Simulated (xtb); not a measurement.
xtb input (GFN1-xTB):

```bash
xtb mol.xyz --gfn 1 --sp --chrg 0 --uhf 0
```
mol.xyz:
```
6

O      1.51949972    -0.19014631     0.06236824
C      0.32979912    -0.04127022     0.01353669
C     -1.00244061    -0.54943688    -0.04873661
C     -0.83702727     0.77962319    -0.02676480
H     -1.73980978    -1.33933751    -0.08892498
H     -1.35817539     1.72701145    -0.03823258
```

Output:

```
           -------------------------------------------------
          |                Calculation Setup                |
           -------------------------------------------------

           -------------------------------------------------
          |                 G F N 1 - x T B                 |
           -------------------------------------------------

        Reference                      10.1021/acs.jctc.7b00118
      * Hamiltonian:
        H0-scaling (s, p, d)           1.850000    2.250000    2.000000
        zeta-weighting                 0.000000
      * Dispersion:
        s8                             2.400000
        a1                             0.630000
        a2                             5.000000
        s9                             0.000000
      * Repulsion:
        kExp                           1.500000
        rExp                           1.000000
      * Coulomb:
        alpha                          2.000000
        third order                    atomic
        anisotropic                    false
      * Halogen bond correction:
        rad-scale                      1.300000
        damping                        0.440000

          ...................................................
          :                      SETUP                      :
          :.................................................:
          :  # basis functions                  20          :
          :  # atomic orbitals                  20          :
          :  # shells                           12          :
          :  # electrons                        20          :
          :  # halogen bonds                     0          :
          :  max. iterations                   250          :
          :  Hamiltonian                  GFN1-xTB          :
          :  restarted?                      false          :
          :  GBSA solvation                  false          :
          :  PC potential                    false          :
          :  electronic temp.          300.0000000     K    :
          :  accuracy                    1.0000000          :
          :  -> integral cutoff          0.2500000E+02      :
          :  -> integral neglect         0.1000000E-07      :
          :  -> SCF convergence          0.1000000E-05 Eh   :
          :  -> wf. convergence          0.2000000E-04 e    :
          :  Broyden damping             0.4000000          :
          :  net charge                          0          :
          :  unpaired electrons                  0          :
          ...................................................

 iter      E             dE          RMSdq      gap      omega  full diag
   1    -12.1130373 -0.121130E+02  0.980E+00    4.21       0.0  T
   2    -12.1753447 -0.623073E-01  0.576E+00    3.57       1.0  T
   3    -12.1744633  0.881408E-03  0.185E+00    3.66       1.0  T
   4    -12.1774381 -0.297481E-02  0.103E-01    3.62       1.0  T
   5    -12.1774913 -0.532722E-04  0.340E-02    3.61       1.2  T
   6    -12.1774946 -0.328467E-05  0.325E-03    3.62      12.6  T
   7    -12.1774947 -0.643201E-07  0.240E-04    3.62     170.1  T
   8    -12.1774947  0.908578E-09  0.407E-04    3.62     100.2  T
   9    -12.1774947 -0.946960E-09  0.440E-07    3.62   92848.0  T
  10    -12.1774947 -0.355271E-14  0.123E-08    3.62  100000.0  T

   *** convergence criteria satisfied after 10 iterations ***

         #    Occupation            Energy/Eh            Energy/eV
      -------------------------------------------------------------
         1        2.0000           -0.7921395             -21.5552
       ...           ...                  ...                  ...
         4        2.0000           -0.6314061             -17.1814
         5        2.0000           -0.5957837             -16.2121
         6        2.0000           -0.5875468             -15.9880
         7        2.0000           -0.5838346             -15.8869
         8        2.0000           -0.5254664             -14.2987
         9        2.0000           -0.4967949             -13.5185
        10        2.0000           -0.4343122             -11.8182 (HOMO)
        11                         -0.3013783              -8.2009 (LUMO)
        12                         -0.2399581              -6.5296
        13                         -0.1332220              -3.6252
        14                         -0.1283045              -3.4913
        15                         -0.0272192              -0.7407
       ...                                ...                  ...
        20                          0.9231424              25.1200
      -------------------------------------------------------------
                  HL-Gap            0.1329338 Eh            3.6173 eV
             Fermi-level           -0.3678452 Eh          -10.0096 eV

 SCC (total)                   0 d,  0 h,  0 min,  0.006 sec
 SCC setup                      ...        0 min,  0.000 sec (  4.420%)
 Dispersion                     ...        0 min,  0.000 sec (  1.249%)
 classical contributions        ...        0 min,  0.000 sec (  0.550%)
 integral evaluation            ...        0 min,  0.002 sec ( 26.016%)
 iterations                     ...        0 min,  0.002 sec ( 34.947%)
 molecular gradient             ...        0 min,  0.002 sec ( 27.020%)
 printout                       ...        0 min,  0.000 sec (  5.363%)

         :::::::::::::::::::::::::::::::::::::::::::::::::::::
         ::                     SUMMARY                     ::
         :::::::::::::::::::::::::::::::::::::::::::::::::::::
         :: total energy             -12.006882714498 Eh    ::
         :: gradient norm              0.029828312052 Eh/a0 ::
         :: HOMO-LUMO gap              3.617313319509 eV    ::
         ::.................................................::
         :: SCC energy               -12.177494682695 Eh    ::
         :: -> electrostatic           0.054288524588 Eh    ::
         :: repulsion energy           0.171942306314 Eh    ::
         :: dispersion energy         -0.001330338116 Eh    ::
         :: halogen bond corr.         0.000000000000 Eh    ::
         :: add. restraining           0.000000000000 Eh    ::
         :: total charge               0.000000000000 e     ::
         :::::::::::::::::::::::::::::::::::::::::::::::::::::

           -------------------------------------------------
          |                Property Printout                |
           -------------------------------------------------

    * Orbital Energies and Occupations

         #    Occupation            Energy/Eh            Energy/eV
      -------------------------------------------------------------
         1        2.0000           -0.7921395             -21.5552
         2        2.0000           -0.7247559             -19.7216
         3        2.0000           -0.6421569             -17.4740
         4        2.0000           -0.6314061             -17.1814
         5        2.0000           -0.5957837             -16.2121
         6        2.0000           -0.5875468             -15.9880
         7        2.0000           -0.5838346             -15.8869
         8        2.0000           -0.5254664             -14.2987
         9        2.0000           -0.4967949             -13.5185
        10        2.0000           -0.4343122             -11.8182 (HOMO)
        11                         -0.3013783              -8.2009 (LUMO)
        12                         -0.2399581              -6.5296
        13                         -0.1332220              -3.6252
        14                         -0.1283045              -3.4913
        15                         -0.0272192              -0.7407
        16                          0.0516372               1.4051
Note: The following floating-point exceptions are signalling: IEEE_DENORMAL
normal termination of xtb
        17                          0.1513253               4.1178
        18                          0.3367550               9.1636
        19                          0.7434631              20.2307
        20                          0.9231424              25.1200
      -------------------------------------------------------------
                  HL-Gap            0.1329338 Eh            3.6173 eV
             Fermi-level           -0.3678452 Eh          -10.0096 eV

  Mulliken/CM5 charges         n(s)   n(p)   n(d)
     1O    -0.49548 -0.53627   1.725  4.770  0.000
     2C     0.41286  0.44696   0.962  2.625  0.000
     3C    -0.03306 -0.08292   1.075  2.958  0.000
     4C    -0.03306 -0.08292   1.075  2.958  0.000
     5H     0.07437  0.12757   0.926  0.000  0.000
     6H     0.07437  0.12757   0.926  0.000  0.000

Wiberg/Mayer (AO) data.
largest (>0.10) Wiberg bond orders for each atom

 ---------------------------------------------------------------------------
     #   Z sym  total        # sym  WBO       # sym  WBO       # sym  WBO
 ---------------------------------------------------------------------------
     1   8 O    2.022 --     2 C    1.715     4 C    0.149     3 C    0.149
     2   6 C    3.896 --     1 O    1.715     3 C    1.079     4 C    1.079
     3   6 C    3.900 --     4 C    1.695     2 C    1.079     5 H    0.964
                             1 O    0.149
     4   6 C    3.900 --     3 C    1.695     2 C    1.079     6 H    0.964
                             1 O    0.149
     5   1 H    0.994 --     3 C    0.964
     6   1 H    0.994 --     4 C    0.964
 ---------------------------------------------------------------------------

Topologies differ in total number of bonds
Writing topology from bond orders to xtbtopo.mol

 dipole moment from electron density (au)
     X       Y       Z
  -1.8768   0.2349  -0.0770  total (Debye):    4.812

           -------------------------------------------------
          | TOTAL ENERGY              -12.006882714498 Eh   |
          | GRADIENT NORM               0.029828312052 Eh/α |
          | HOMO-LUMO GAP               3.617313319509 eV   |
           -------------------------------------------------

------------------------------------------------------------------------
------------------------------------------------------------------------
 total:
 SCF:
```
